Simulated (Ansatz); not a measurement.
`[Cl][Zr]([Cl])([Cl])[Br]` + `CC(C)N` → `CC(C)[NH][Zr]([Cl])([Cl])[Cl]` + HBr at 700 K and 1 bar (ligand exchange at a Zr–Br bond).

Computed with Ansatz on PBE0-D4/def2-TZVP structures; ΔE is electronic, products minus reactants. CBS: MP2 limit from def2 TZ/QZ plus the TZ coupled-cluster correction, frozen cores. def2 core potentials past Kr. For Br, Zr outer-core shells are correlated without core-valence functions, which leaves a few kJ/mol of doubt a bond. Scalar relativity is left out up to krypton. Each species was taken in one conformer, which may not be the lowest.

```
                        species  CCSD(T)/CBS energy (Eh)  H − E (kJ/mol)  S (J/(mol·K))
     `[Cl][Zr]([Cl])([Cl])[Br]`              -3999.95269            77.0          479.9
                       `CC(C)N`               -174.28253           389.3          410.3
`CC(C)[NH][Zr]([Cl])([Cl])[Cl]`              -1600.28862           422.8          668.3
                            HBr              -2573.91920            36.5          223.7
```

H − E and S are ideal-gas, rigid-rotor, harmonic terms from PBE0-D4/def2-TZVP, for one conformer and one mirror image of each species. 1 Eh = 2625.50 kJ/mol, R = 8.31446 J/(mol·K).

Q: By hand: ΔE, ΔH, ΔS and ΔG.

A: ΔE = (-1600.28862) + (-2573.91920) − (-3999.95269) − (-174.28253) = 0.02740 Eh = 71.9 kJ/mol. Δ(H − E) = 422.8 + 36.5 − 77.0 − 389.3 = -7.0, so ΔH = 64.9 kJ/mol. ΔS = 668.3 + 223.7 − 479.9 − 410.3 = 1.8 J/(mol·K). ΔG = 64.9 − 700 × (1.8)/1000 = 63.6 kJ/mol.

Q: By hand: the equilibrium constant, and the temperature at which ΔG would vanish if ΔH and ΔS stayed fixed.

A: log₁₀ K = −ΔG/(RT ln 10) = -4.7. ΔG = 0 at ΔH/ΔS = 36056 K, far beyond where these terms or the molecules hold.

The number of gas molecules stays the same, so ΔS is small and ΔH decides. A doubt of 5 kJ/mol in ΔE shifts log₁₀ K by 0.4 here. Other conformers and mirror images would add mixing entropy, several J/(mol·K) or more a flexible species. Modes under 60 cm⁻¹, often nearly free rotors, make the harmonic entropy too high. These are equilibria of isolated gas molecules and say nothing of rates. Largest T1 diagnostic: 0.014 (customary marks: 0.02 for closed shells, 0.045 for open ones).
